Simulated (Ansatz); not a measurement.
```yaml
crystal:
  periodic: [false, false, false]
  atoms:
    - {symbol: F, position_ang: [0.421554, 0.323077, 1.266590]}
    - {symbol: B, position_ang: [0.371554, 0.273077, 0.966590]}
    - {symbol: C, position_ang: [0.454289, -1.115436, 0.374812]}
    - {symbol: C, position_ang: [-0.122257, -0.990204, -0.842569]}
    - {symbol: O, position_ang: [-0.588317, 0.201262, -1.216818]}
    - {symbol: C, position_ang: [-0.344653, 1.138822, -0.147754]}
    - {symbol: H, position_ang: [0.848616, -2.056138, 0.729239]}
    - {symbol: H, position_ang: [-0.269377, -1.755250, -1.598944]}
    - {symbol: H, position_ang: [-1.308993, 1.560372, 0.150262]}
    - {symbol: H, position_ang: [0.260910, 1.954476, -0.553254]}
basis:
  gaussian: {orbitals: def2-SVP, fitting: {mean_field: cc-pVTZ-jkfit}}
hamiltonian: {xc: {name: r2SCANh}, dispersion: d3bj}
```

```sh
$ ansatz run in.yaml --threads 4 --pin off --events-out ev --progress --plain --max-ram 10444MiB
```

Shortened log:

```
Warning: the engine holds no damping parameters fitted to this dispersion correction and functional, so the run takes those fitted to r2scanh beside the three-body term, which d3bj leaves out (hamiltonian.dispersion, under Limitations)
Functional definition: r2SCANh
594 factors; integrals over basis functions are off by at most 1.4e-1 eV
mean field evaluation 1: about -8075.0454 eV, gradient 8.8e1 eV
mean field evaluation 2: about -7886.9179 eV, gradient 2.5e2 eV
mean field evaluation 4: about -8099.2612 eV, gradient 2.9e1 eV
mean field evaluation 8: about -8100.9349 eV, gradient 3.9e-1 eV
mean field evaluation 16: about -8100.9390 eV, gradient 1.3e-3 eV
mean field -8100.93899836 eV, -297.7040171760 hartree, gradient 5.6e-5 eV, S^2 0.000000; 1 other end points of the search recorded, 0 dependent functions left out
reference -8100.93900629 eV, -297.7040174675 hartree; 22, 22 occupied and 82, 82 virtual orbitals, 594 factors
Total energy: -8100.99220302 eV, -297.7059724111 hartree
```

**Question.** Something in this input is off. What?

**Answer.** One atom was put on top of another. The run converged. The result belongs to that input, not to the molecule as meant.
